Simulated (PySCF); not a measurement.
## `CC[C@H]1C[Si@](F)(O[SiH3])C1`: 4 charge schemes on one density

C5H13FOSi2.
Numbering: `[CH3:1][CH2:2][C@H:3]1[CH2:4][Si@:5]([F:6])([O:7][SiH3:8])[CH2:9]1` (hydrogens: H10, H11, H12 on C1; H13, H14 on C2; H15 on C3; H16, H17 on C4; H18, H19, H20 on Si8; H21, H22 on C9)

Geometry (GFN2-xTB, Å), atoms numbered from 1 in this order:
```xyz
22
C5H13FOSi2 angstrom
C     -3.251   -0.622    0.706
C     -2.210    0.481    0.551
C     -1.080    0.093   -0.394
C     -0.073    1.256   -0.607
Si     1.297    0.252    0.228
F      1.719    0.770    1.704
O      2.674   -0.053   -0.537
Si     4.298   -0.177   -0.619
C     -0.135   -0.987    0.199
H     -2.797   -1.536    1.082
H     -4.028   -0.315    1.402
H     -3.717   -0.842   -0.253
H     -2.701    1.379    0.168
H     -1.783    0.726    1.527
H     -1.507   -0.237   -1.344
H      0.070    1.496   -1.657
H     -0.378    2.171   -0.104
H      4.868    1.109   -0.227
H      4.521   -0.489   -2.028
H      4.695   -1.255    0.283
H     -0.468   -1.352    1.168
H     -0.024   -1.849   -0.452
```

Density: PBE0/pcSseg-1 (PySCF); schemes: Mulliken, IAO, Hirshfeld and ESP-fitted. Isolated species at its GFN2-xTB geometry (one conformer only).

Task: Tabulate the Mulliken, IAO, Hirshfeld and ESP-fitted charges.

Result: In e; atoms taken as equivalent share a row and are averaged (×n: the atom named and its like, n in all):

```tsv
atom	environment	Mulliken	IAO	Hirshfeld	ESP-fitted
C1	methyl carbon	-0.256	-0.417	-0.118	-0.320
C2	chain CH2 carbon	-0.217	-0.245	-0.064	-0.016
C3	four-membered-ring carbon	-0.329	-0.090	-0.019	+0.388
C4/C9	sp3 carbon bound to silicon	-0.506	-0.603	-0.175	-0.761
Si5	fluorine-bound silicon	+1.311	+1.491	+0.512	+1.122
F6	silicon-bound fluorine	-0.425	-0.531	-0.215	-0.378
O7	siloxane oxygen	-0.723	-0.870	-0.303	-0.542
Si8	oxygen-bound silicon	+0.734	+0.890	+0.405	+0.579
H10/H11/H12	methyl hydrogen	+0.111	+0.137	+0.039	+0.081
H13/H14	methylene hydrogen	+0.119	+0.129	+0.037	+0.032
H15	methine hydrogen	+0.123	+0.129	+0.037	+0.012
H16/H22	methylene hydrogen	+0.142	+0.154	+0.039	+0.173
H17/H21	methylene hydrogen	+0.143	+0.147	+0.037	+0.171
H18/H19/H20	Si–H hydrogen	-0.115	-0.141	-0.076	-0.107
```

Mean size of the charges over all atoms: IAO 0.344 e, Mulliken 0.301 e, ESP-fitted 0.282 e, Hirshfeld 0.118 e. Each set sums to the total charge, 0, to within 0.001 e. The Mulliken scheme gives each basis function's population to the atom it is centred on and halves the overlap population of two atoms between them. The ESP scheme is a least-squares fit of atom-centred charges to the potential on four shells outside the van der Waals surface, with the total charge fixed.

Some averages cover members that differ in this geometry: C4/C9, ESP-fitted -0.784 to -0.739; H17/H21, ESP-fitted +0.151 to +0.192 e.

Lowest charge. The schemes don't all agree: Mulliken O7 (-0.723); IAO O7 (-0.870); Hirshfeld O7 (-0.303); ESP-fitted C4/C9 (-0.761).

Highest charge. All schemes agree: Mulliken Si5 (+1.311); IAO Si5 (+1.491); Hirshfeld Si5 (+0.512); ESP-fitted Si5 (+1.122).

Task: How closely do the schemes follow one another over all atoms?

Result: Correlation coefficient and root-mean-square difference: Mulliken with IAO 0.99, 0.095 e; IAO with Hirshfeld 0.99, 0.318 e; Mulliken with Hirshfeld 0.97, 0.253 e; IAO with ESP-fitted 0.93, 0.185 e; Hirshfeld with ESP-fitted 0.90, 0.258 e; Mulliken with ESP-fitted 0.89, 0.193 e.

Task: Sum the charges by element, for elements with more than one atom.

Result: 
```json
{"element": "C", "atoms": "5", "Mulliken": "-1.815", "IAO": "-1.959", "Hirshfeld": "-0.550", "ESP-fitted": "-1.471"}
{"element": "Si", "atoms": "2", "Mulliken": "+2.045", "IAO": "+2.381", "Hirshfeld": "+0.917", "ESP-fitted": "+1.702"}
{"element": "H", "atoms": "13", "Mulliken": "+0.917", "IAO": "+0.979", "Hirshfeld": "+0.151", "ESP-fitted": "+0.689"}
```

These values come from a run that also computed NMR shieldings. On one thread of an Arm Neoverse V1 (shared host), this took 59 s wall and 1.1 GiB of memory at its peak.
